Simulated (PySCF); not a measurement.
## Fe⁺: excitation energy

Fe⁺ [Ar] 3d6 4s1 (6D) → Fe⁺ [Ar] 3d5 4s1 5s1 (8S), as a difference of total energies. Calculation: PySCF 2.14, in aug-cc-pVTZ-DK; scalar relativity by spin-free X2C-1e. Correlated levels: valence: [Ar] frozen. The calculations carry no spin-orbit coupling.

| method | excitation energy (eV) |
| --- | --- |
| UHF | 10.683 |
| LDA | 13.560 |
| PBE | 13.347 |
| PBE0 | 12.934 |
| TPSS | 13.432 |
| wB97X-V | 13.264 |
| B3LYP | 13.385 |
| MP2 (valence) | 12.318 |
| SCS-MP2 (valence) | 12.642 |

Task: Estimate what r2SCAN gives.

Result: 12.958 eV, closest to PBE0 among the rows shown.

Task: Estimate what wB97X gives.

Result: 13.246 eV, closest to wB97X-V among the rows shown.

A first-order spin-orbit estimate (lowest level to lowest level, LS coupling) adds 0.053 eV.

The promoted electron is Rydberg-like, and one or two diffuse shells describe it only roughly, which tends to raise the upper state.
